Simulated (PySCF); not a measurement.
Computed structure and properties of [HfOF3]−

System: [HfOF3]− (singlet); start: template (C3v). Method: PySCF 2.14.0, RKS TPSS, Hf def2-SVP with ECP60, O def2-SVP, F def2-SVP; non-relativistic Hamiltonian with scalar-relativistic core potentials where named; density fitting; no spin-orbit coupling.

Input of the relaxation:

```python
mol = gto.M(atom='''
Hf     0.02166     0.02166     0.02166
O      0.95306     0.95306     0.95306
F     -1.05084    -1.05084     1.09416
F      1.09416    -1.05084    -1.05084
F     -1.05084     1.09416    -1.05084''',
    basis={'Hf': 'def2-SVP', 'O': 'def2-SVP', 'F': 'def2-SVP'},
    ecp={'Hf': 'def2-SVP'},
    charge=-1, spin=0)
mf = dft.RKS(mol, xc='TPSS')
mf.grids.atom_grid = (50, 194)
mf = mf.density_fit()  # fitting sets: Hf def2-universal-JKFIT, O def2-universal-JKFIT, F def2-universal-JKFIT
mf.conv_tol = 1e-08; mf.max_cycle = 55
mf.kernel(dm0)  # dm0: converged density of the start geometry
# quasi-Newton relaxation in Cartesian coordinates to a largest gradient under 0.00045 Eh/bohr, steps kept in the point group
```

Run from Python with OMP_NUM_THREADS=2; the lines above give its settings. Where DIIS fails, smearing, a level shift and second-order steps follow.
It took 17 s on 2 threads of Arm Neoverse V1, on a shared host, from the converged density of the start.

Course of the relaxation:

```tsv
step	energy above end (eV)	largest force component within the symmetry (eV/Å)
0	2.1165	8.288
1	0.1045	1.360
2	0.0109	0.503
3	0.0002	0.020
4	0.0000	0.011
5	0.0000	0.003
```

Relaxed geometry (C3v):

```xyz
5

Hf    0.0112    0.0112    0.0112
O     1.0649    1.0649    1.0649
F    -1.1356   -1.1356    1.1623
F     1.1623   -1.1356   -1.1356
F    -1.1356    1.1623   -1.1356
```

```json
{"contact": "Hf1–O2 (O)", "Å": "1.825"}
{"contact": "Hf1–F3 (F)", "Å": "1.989"}
{"contact": "Hf1–F4 (F)", "Å": "1.989"}
{"contact": "Hf1–F5 (F)", "Å": "1.989"}
```

On the finer grid (75, 302):

```json
{
 "HOMO": "-1.04 eV",
 "LUMO": "3.63 eV",
 "Dipole about the centre of mass": "2.75 D",
 "Set of Mulliken populations of Hf1 outside the core potential": "s 2.32, p 6.41, d 2.27, f 0.19",
 "D3(BJ) dispersion energy (not in the energies)": "-0.084 eV"
}
```

```csv
atom,Mulliken (e),Löwdin (e),spin (e)
Hf1,0.80,0.05,0.00
O2,-0.52,-0.33,0.00
F3,-0.43,-0.24,0.00
F4,-0.43,-0.24,0.00
F5,-0.43,-0.24,0.00
```

No frequency check is given for this geometry.

Rigid scan of O along the line from its metal:

(distance to O2 (Å), energy (eV)): (1.53, 2.788), (1.63, 1.044), (1.73, 0.222), (1.83, 0.000), (1.93, 0.163), (2.03, 0.561), (2.13, 1.097), (2.28, 2.019)

Taking off one F (charge -1, singlet; the rest: singlet) in vacuum, both parts rigid, costs 7.64 eV; the small basis without counterpoise inflates it.

Rigid scan of F along the line from its metal:

```csv
distance to F3 (Å),energy (eV)
1.69,1.561
1.79,0.581
1.89,0.124
1.99,0.000
2.09,0.092
2.19,0.310
2.39,0.938
2.69,1.978
3.09,3.151
3.59,4.138
```

One start shape was tried, so this needn't be the lowest isomer.
